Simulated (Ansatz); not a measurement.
Reaction (redistribution): `[Cl][SnH2][GeH3]` + `C=CB(Cl)CO` → `C=[CH][SnH2][Cl]` + `OC[B](Cl)[GeH3]`

Calculated with Ansatz (gas phase, PBE0-D4/def2-TZVP geometries, no zero-point term in ΔE). CBS: MP2 limit from def2 TZ/QZ plus the TZ coupled-cluster correction, frozen cores. DFT in def2-TZVPP. B3LYP here is the variant with VWN-RPA as its local correlation; programs differ in this. def2 core potentials past Kr. For Ge, Sn outer-core shells are correlated without core-valence functions, which leaves a few kJ/mol of doubt a bond. Scalar relativity is left out up to krypton. One conformer a species, not always the lowest.

```
             level  ΔE (eV)
            PBE-D4     0.99
         r2SCAN-D4     1.02
            B2PLYP     1.01
               PBE     1.00
             B3LYP     1.05
CCSD(T)/def2-TZVPP     0.90
    MP2/def2-QZVPP     0.96
SCS-MP2/def2-QZVPP     0.95
```

(1) What does CCSD(T)/CBS give? (An estimate is asked.)

Largest T1 diagnostic among the species: 0.012.

## Answers

(1) Computed: +0.94 eV. The listed levels differ from it by 0.05, 0.08, 0.07, 0.06, 0.11, -0.04, 0.02, 0.01 eV.

From PBE to PBE0 (25 % exact exchange), in def2-TZVPP and without D4, ΔE moves by +0.03 eV. In def2-TZVPP, CCSD(T) changes the Hartree–Fock value by −0.17 eV (the triples alone add −0.02 eV) and MP2 by −0.14 eV.
